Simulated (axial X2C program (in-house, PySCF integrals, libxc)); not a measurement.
## RuGe along the bond: PBE, with spin–orbit coupling

All values were computed with an in-house all-electron X2C program for linear molecules (integrals from PySCF). Two-component (2c) means X2C with spin–orbit coupling and atomic mean-field two-electron Coulomb and Gaunt terms. Basis: Ru dyall-cv3z [12s12p8d5f3g], Ge dyall-cv3z [9s9p7d4f1g] (cores contracted in-house); Gaussian nuclei, density fitting, unrestricted open shells. Masses: Ru 101.904 u, Ge 73.921 u.

State: Ω = 3 (⟨Sz⟩ = 1.00, ⟨Lz⟩ = 2.00 at PBE). Dipoles are positive if Ge is the positive end.

Results along the bond:

```
R (Å)   μ (D)  HOMO (eV)  LUMO (eV)
1.907  -0.644      -4.07      -3.84
1.995  -0.710      -4.00      -3.77
2.061  -0.731      -3.95      -3.72
2.126  -0.731      -3.91      -3.68
2.192  -0.718      -3.87      -3.64
2.269  -0.690      -3.82      -3.59
2.345  -0.659      -3.79      -3.56
2.444  -0.623      -3.76      -3.53
2.565  -0.594      -3.76      -3.53
2.740  -0.561      -3.80      -3.57
```

The state is a single determinant with fixed occupations, the lowest that a limited PBE0 search found. Density functionals use the spin component along the axis (collinear). PBE0 can misorder states that lie within some tenths of an eV, so this need not be the ground state of the molecule. The nearest other 2c determinant of the search, Ω = 1, lies 0.22 eV up at the distance of the search. Without a current term, density functionals place determinants with orbital angular momentum somewhat too high. With several unpaired electrons one determinant need not be a pure state. The determinant is spin-polarised beyond a pure state at some levels (its spin-free form has ⟨S²⟩ too high), which makes Re and μ there less reliable.
